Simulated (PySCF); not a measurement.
AlH3Se3, SMILES [SeH][Al]([SeH])[SeH]. The structure is a stationary point at B3LYP-D3(BJ)/def2-SVP. Other conformers were not sampled.

Computed equilibrium geometry at B3LYP-D3(BJ)/def2-SVP (PySCF confirms it by a frequency run) as Cartesian coordinates in Å (one conformer of several):
```xyz
7

Al     0.0200     0.0023     0.0027
Se    -2.2181    -0.6152    -0.0666
H     -1.9253    -1.9333     0.5319
Se     0.5004     2.2288    -0.4619
H      1.9499     1.9635    -0.5529
Se     1.6299    -1.5981     0.5099
H      2.7018    -0.5886     0.6170
```
Charge 0, spin multiplicity 1.
